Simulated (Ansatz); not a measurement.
Job for Ansatz (a first-principles code): U-CCSD(T)/def2-SVP on FHOTe (SMILES O[Te]F), a point of a bond scan (R = 1.540 Å). Elements past Kr take the def2 small-core potentials; no spin–orbit coupling. The run froze 11 orbitals, filled d shells among them.

Ansatz 0.2 input:
```yaml
crystal:
  periodic: [false, false, false]
  atoms:
    - {symbol: Te, position_ang: [0.11954946, 0.04292439, 0.30932958]}
    - {symbol: F, position_ang: [-0.83646983, 0.91496057, -0.52573465]}
    - {symbol: O, position_ang: [0.30870938, -1.40576060, -0.98121946]}
    - {symbol: H, position_ang: [0.99302490, -1.18271001, -1.62487581]}
basis:
  gaussian:
    orbitals: def2-SVP
correlation: {method: ccsd_t, electrons: outside_noble_gas}
scf: {omitted_lower_state_checks: [cluster_reference]}
magnetization: {spin_polarized: true, initial_magnetization: 0}
```

Give the final energy of this run.

-442.0427 hartree (reference determinant -441.5545, T1 diagnostic 0.013).

How many basis functions does it have, and what does it roughly cost on one machine?

59 functions; roughly 6 core-seconds.
